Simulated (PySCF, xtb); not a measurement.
GeH7NSi2, SMILES [NH]1[SiH2][SiH2][GeH2]1.

Harmonic wavenumbers (cm⁻¹) from xtb with GFN2-xTB at its own minimum, in rising order: 88, 247, 263, 311, 334, 415, 419, 440, 475, 489, 529, 542, 574, 637, 697, 786, 820, 873, 905, 1107, 1701, 1774, 2142, 2172, 2189, 2193, 3463.

**Question.** What does PBE0-D3(BJ)/def2-SVP run with PySCF 2.14.0 give at its own minimum? (An estimate is asked for; the answer gives what the named calculation found.)

**Answer.** 88, 292, 309, 353, 388, 439, 449, 529, 583, 620, 649, 654, 690, 696, 823, 861, 903, 916, 989, 1115, 2116, 2120, 2189, 2196, 2226, 2239, 3636. Paired by order, the mean absolute difference is 92 cm⁻¹ and the zero-point energies are 38.0 and 41.6 kcal/mol.
